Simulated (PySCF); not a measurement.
Species: TeF₆.
Structure used (PBE0-D3(BJ)/def2-SVP), in Å, numbered top down from 1:
```xyz
7
TeF6 angstrom
Te     0.0131   -0.0147   -0.0099
F      0.0078   -0.0189    1.8650
F      0.0179   -0.0099   -1.8847
F      1.8878   -0.0034   -0.0052
F     -1.8616   -0.0259   -0.0153
F      0.0022    1.8604   -0.0049
F      0.0247   -1.8895   -0.0136
```

Theory: PBE0-D3(BJ)/def2-SVP geometry optimisation, gas phase, def2 core potentials past Kr (PySCF).

Q: Which atoms are bound to Te1, and at what distances?

A: 6 atoms: F5 1.875 Å, F4 1.875 Å, F3 1.875 Å, F7 1.875 Å, F2 1.875 Å, F6 1.875 Å.

Q: List the angles at Te1.

A: 
```json
{"angle": "F2–Te1–F3", "degrees": "180.0", "distance of the outer atoms (Å)": "3.75"}
{"angle": "F4–Te1–F5", "degrees": "180.0", "distance of the outer atoms (Å)": "3.75"}
{"angle": "F6–Te1–F7", "degrees": "180.0", "distance of the outer atoms (Å)": "3.75"}
{"angle": "F3–Te1–F7", "degrees": "90.0", "distance of the outer atoms (Å)": "2.65"}
{"angle": "F2–Te1–F4", "degrees": "90.0", "distance of the outer atoms (Å)": "2.65"}
{"angle": "F5–Te1–F7", "degrees": "90.0", "distance of the outer atoms (Å)": "2.65"}
{"angle": "F5–Te1–F6", "degrees": "90.0", "distance of the outer atoms (Å)": "2.65"}
{"angle": "F3–Te1–F6", "degrees": "90.0", "distance of the outer atoms (Å)": "2.65"}
{"angle": "F2–Te1–F5", "degrees": "90.0", "distance of the outer atoms (Å)": "2.65"}
{"angle": "F3–Te1–F4", "degrees": "90.0", "distance of the outer atoms (Å)": "2.65"}
{"angle": "F4–Te1–F7", "degrees": "90.0", "distance of the outer atoms (Å)": "2.65"}
{"angle": "F4–Te1–F6", "degrees": "90.0", "distance of the outer atoms (Å)": "2.65"}
{"angle": "F2–Te1–F7", "degrees": "90.0", "distance of the outer atoms (Å)": "2.65"}
{"angle": "F3–Te1–F5", "degrees": "90.0", "distance of the outer atoms (Å)": "2.65"}
{"angle": "F2–Te1–F6", "degrees": "90.0", "distance of the outer atoms (Å)": "2.65"}
```

Q: What is the shape at Te1?

A: Octahedral: the three widest angles are 180.0°, 180.0° and 180.0°, the others run from 90.0° to 90.0°.

Q: What are the rotational constants (commonest isotopes, rigid rotor)?

A: A = 1892, B = 1892, C = 1892 MHz: a spherical top.

Point group: Oh (tolerance 0.08 Å). Charge 0, singlet. Whether it is a minimum is left open (no frequencies).

Hardware: an AMD EPYC 9R14 with one thread, shared host with 96 logical CPUs at a one-minute load of 28. Cost: 42 s, 0.44 GiB resident at most. These figures are those of the optimisation.
